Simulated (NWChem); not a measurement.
## OZn

SMILES: [O]=[Zn]
```xyz
2

Zn     0.0000     0.0000     0.3567
O      0.0000     0.0000    -1.3376
```
Charge 0, spin multiplicity 1.

The numbers come from NWChem runs, not from measurements. Structure: optimised with PBE/def2-SVP, a minimum by its harmonic frequencies.

Symmetry labels belong to the abelian group C2v used in the runs, with the axes of the coordinates shown; states degenerate in a higher group split over its labels.

The structure started from a generated list of species.

### Question
List the lowest 3 singlet excitations that CIS/def2-SVPD gives, with oscillator strengths.

### Answer
```json
[
 {"state": "1", "symmetry": "b2", "energy (eV)": "1.12", "wavelength (nm)": "1108", "f": "0.004"},
 {"state": "2", "symmetry": "b1", "energy (eV)": "1.12", "wavelength (nm)": "1108", "f": "0.004"},
 {"state": "3", "symmetry": "a1", "energy (eV)": "3.51", "wavelength (nm)": "353", "f": "0.271"}
]
```
